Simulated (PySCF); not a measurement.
Electric field gradients and quadrupole coupling constants

Species: C₅H₅OP₃.
Geometry (GFN2-xTB, Å), atoms numbered from 1 in this order:
```xyz
14
C5H5OP3 angstrom
C      2.533   -0.297    0.512
C      1.566    0.581   -0.232
O      1.921    1.547   -0.879
C      0.130    0.253   -0.175
P     -0.382   -1.054    0.862
C     -2.101   -1.126    0.719
P     -3.288   -0.247   -0.184
C     -2.389    0.915   -1.099
P     -0.722    1.355   -1.246
H      2.458   -1.319    0.144
H      3.546    0.069    0.370
H      2.292   -0.298    1.574
H     -2.534   -1.906    1.343
H     -3.031    1.526   -1.730
```

Field gradients from the PBE0/pcSseg-1 density (PySCF, non-relativistic), principal values in atomic units, ordered |Vxx| ≤ |Vyy| ≤ |Vzz|:

| atom | Vxx | Vyy | Vzz |
| --- | --- | --- | --- |
| O3 | 0.5629 | 1.3605 | -1.9235 |

Find the asymmetry η = (Vxx − Vyy)/Vzz and the couplings χ = eQV/h (234.96 MHz × Q in barn × V in au), with Q(17O) = −0.0256 b.

```tsv
atom	environment	nucleus	η	χzz (MHz)	χxx (MHz)	χyy (MHz)
O3	ketone oxygen	17O	0.41	11.57	-3.39	-8.18
```

What is Vzz at O3 in SI units (1 au = 9.71736 × 10²¹ V/m²)?

-1.9235 au = -18.691 × 10²¹ V/m².

And the gradient at the other heavy atoms, for which no coupling is worked out here?

```
atom                       environment  Vzz (au)     η
  C1  methyl carbon next to a carbonyl    -0.070  0.85
  C2            ketone carbonyl carbon     0.534  0.08
  C4       substituted aromatic carbon     0.282  0.14
  P5          phosphorus bonded to 2 C    -1.362  0.82
  C6                aromatic CH carbon     0.318  0.20
  P7          phosphorus bonded to 2 C    -1.404  0.85
  C8                aromatic CH carbon     0.346  0.15
  P9          phosphorus bonded to 2 C    -1.424  0.88
```

Were the hydrogens deuterons (Q(2H) = 0.00286 b), χzz would run from 208 kHz (H12 and H10) to 212 kHz (H14 and H13).

The structure is a single GFN2-xTB conformer in the gas phase; no vibrational or solvent corrections. GFN2-xTB bond lengths can be off by several hundredths of an ångström, more for odd bonds, and the gradients follow them. These gradients aren't converged with respect to the basis.

These values come from a run that also computed NMR shieldings. On one thread of an Arm Neoverse V1, shared host with 64 logical CPUs at a one-minute load of 56, this took 38 s wall and 0.93 GiB of memory at its peak.
